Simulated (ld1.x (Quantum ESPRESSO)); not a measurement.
Reading a pseudo-wave (Er (Z = 68))

Columns: radius, all-electron u(r) and pseudo u(r) of the 6p shell (level -1.73 eV) of erbium in the configuration [Kr] 4d10 4f11 5s2 5p6 5d1 6s1.5 6p0.5; LDA (PZ), scalar-relativistic, ultrasoft scheme, ld1.x (Quantum ESPRESSO) 7.5.

| r (bohr) | all-electron | pseudo |
| --- | --- | --- |
| 0.135 | -0.0658 | -0.0242 |
| 0.270 | 0.0168 | -0.0928 |
| 0.405 | 0.1126 | -0.1949 |
| 0.540 | 0.0684 | -0.3145 |
| 0.675 | -0.0311 | -0.4327 |
| 0.810 | -0.1202 | -0.5317 |
| 0.945 | -0.1760 | -0.5967 |
| 1.080 | -0.1969 | -0.6185 |
| 1.215 | -0.1896 | -0.5949 |
| 1.350 | -0.1618 | -0.5299 |
| 1.485 | -0.1207 | -0.4330 |
| 1.620 | -0.0718 | -0.3169 |
| 1.755 | -0.0191 | -0.1949 |
| 1.890 | 0.0345 | -0.0787 |
| 2.025 | 0.0870 | 0.0234 |
| 2.160 | 0.1370 | 0.1073 |
| 2.295 | 0.1839 | 0.1734 |
| 2.430 | 0.2271 | 0.2248 |
| 2.565 | 0.2665 | 0.2663 |
| 2.700 | 0.3019 | 0.3019 |
| 2.835 | 0.3335 | 0.3335 |
| 2.970 | 0.3613 | 0.3613 |
| 3.105 | 0.3856 | 0.3856 |
| 3.240 | 0.4065 | 0.4065 |
| 3.375 | 0.4242 | 0.4242 |
| 3.510 | 0.4389 | 0.4389 |

Task: How many radial nodes do the two functions have?

Result: The all-electron 6p function has n − l − 1 = 4 (the table is too coarse to show those close to the nucleus); the pseudo-wave has 1, since 1 lower shell of the same l stays in the valence.

Task: At about which radius was the pseudo-wave matched?

Result: 2.70 bohr. The columns agree to 0.0005 from 2.56 bohr on; several derivatives are matched, so the curves merge somewhat inside the radius.

Task: Is the pseudo-wave norm-conserving?

Result: No, it belongs to an ultrasoft set: the norm inside the radius is not constrained, and the difference is carried by the augmentation charge.
